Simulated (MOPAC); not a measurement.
MOPAC input (AM1):

```
AM1 PRECISE GNORM=0.05 LET XYZ GEO-OK AUX(PRECISION=9) THREADS=1
C2H8Ge

C    -1.61393400 1   -0.66138100 1   -0.34586500 1
Ge   -0.00008400 1    0.34663400 1    0.15401900 1
C     1.61426200 1   -0.69931600 1   -0.25873100 1
H    -2.51225300 1   -0.08755500 1   -0.11983100 1
H    -1.60267300 1   -0.88330000 1   -1.41320500 1
H    -1.65476800 1   -1.60188800 1    0.20401500 1
H    -0.03705900 1    0.66923800 1    1.66435000 1
H     0.03649000 1    1.68374600 1   -0.61885300 1
H     1.60328300 1   -1.64017500 1    0.29195500 1
H     2.51231000 1   -0.14660000 1    0.01578900 1
H     1.65537800 1   -0.92158600 1   -1.32526600 1
```

From the output:

```
                                                       MOPAC v23.2.5 Linux

          FINAL HEAT OF FORMATION =          1.28386 KCAL/MOL =       5.37168 KJ/MOL

          COSMO AREA              =        115.58 SQUARE ANGSTROMS
          COSMO VOLUME            =        104.92 CUBIC ANGSTROMS

          GRADIENT NORM           =          0.04535          =       0.01367 PER ATOM
          IONIZATION POTENTIAL    =         10.960631 EV
          HOMO LUMO ENERGIES (EV) =        -10.961  0.930
          NO. OF FILLED LEVELS    =         10
          MOLECULAR WEIGHT        =        104.6752         POINT GROUP:  C2v

          MOLECULAR DIMENSIONS (Angstroms)

            Atom       Atom       Distance
            H    10    H     4     4.99541
            H     5    H     7     3.45007
            H     9    H     8     3.39067

          SCF CALCULATIONS        =         26

   ATOM   CHEMICAL          X               Y               Z
  NUMBER   SYMBOL      (ANGSTROMS)     (ANGSTROMS)     (ANGSTROMS)

     1       C         -1.59121032  *  -0.68357305  *  -0.35498672  *
     2      Ge         -0.00009410  *   0.37985862  *   0.16877087  *
     3       C          1.59155245  *  -0.72098866  *  -0.26908862  *
     4       H         -2.49660281  *  -0.09390199  *  -0.12212393  *
     5       H         -1.53155384  *  -0.89054974  *  -1.43937727  *
     6       H         -1.58498922  *  -1.62787956  *   0.21992321  *
     7       H         -0.03836856  *   0.62358600  *   1.69303748  *
     8       H          0.03782281  *   1.67437655  *  -0.67193264  *
     9       H          1.53217939  *  -1.66451075  *   0.30407618  *
    10       H          2.49664448  *  -0.15256380  *   0.01262952  *
    11       H          1.58561268  *  -0.92721368  *  -1.35522632  *

                             CARTESIAN COORDINATES

   1    C       -1.591210319    -0.683573053    -0.354986719
   2   Ge       -0.000094101     0.379858624     0.168770866
   3    C        1.591552451    -0.720988656    -0.269088623
   4    H       -2.496602809    -0.093901995    -0.122123931
   5    H       -1.531553842    -0.890549735    -1.439377269
   6    H       -1.584989216    -1.627879559     0.219923209
   7    H       -0.038368557     0.623586002     1.693037481
   8    H        0.037822814     1.674376548    -0.671932643
   9    H        1.532179386    -1.664510750     0.304076179
  10    H        2.496644480    -0.152563801     0.012629521
  11    H        1.585612676    -0.927213681    -1.355226320

           Empirical Formula: C2 H8 Ge  =    11 atoms

      MOLECULAR POINT GROUP   :   C2v

                  EIGENVALUES
 -29.69080 -27.41505 -13.99512 -13.90792 -13.39904 -13.37244 -13.34423 -11.22869
 -11.03167 -10.96063   0.92960   0.96244   1.05143   2.81017   4.62705   4.63784
   4.64382   4.65965   5.06202   5.11769

              NET ATOMIC CHARGES AND DIPOLE CONTRIBUTIONS

  ATOM NO.   TYPE          CHARGE      No. of ELECS.   s-Pop       p-Pop
    1          C          -0.379067        4.3791     1.26107     3.11800
    2         Ge           0.446107        3.5539     0.86159     2.69230
    3          C          -0.379061        4.3791     1.26106     3.11800
    4          H           0.078273        0.9217     0.92173
    5          H           0.078019        0.9220     0.92198
    6          H           0.078022        0.9220     0.92198
    7          H          -0.078296        1.0783     1.07830
    8          H          -0.078312        1.0783     1.07831
    9          H           0.078022        0.9220     0.92198
   10          H           0.078273        0.9217     0.92173
   11          H           0.078020        0.9220     0.92198
 DIPOLE           X         Y         Z       TOTAL
 POINT-CHG.    -0.000     0.499     0.222     0.546
 HYBRID         0.000    -0.589    -0.262     0.645
 SUM            0.000    -0.090    -0.040     0.099

          ATOMIC ORBITAL ELECTRON POPULATIONS

     Atom    s        px        py        pz
    1  C   1.26107   1.05291   1.03706   1.02803
    2 Ge   0.86159   0.87484   0.89944   0.91802
    3  C   1.26106   1.05293   1.03796   1.02711
    4  H   0.92173
    5  H   0.92198
    6  H   0.92198
    7  H   1.07830
    8  H   1.07831
    9  H   0.92198
   10  H   0.92173
   11  H   0.92198

 **********************
 *                    *
 * JOB ENDED NORMALLY *
 *                    *
 **********************

 == MOPAC DONE ==
```

The geometry given is a B3LYP-D3(BJ)/def2-TZVP minimum.
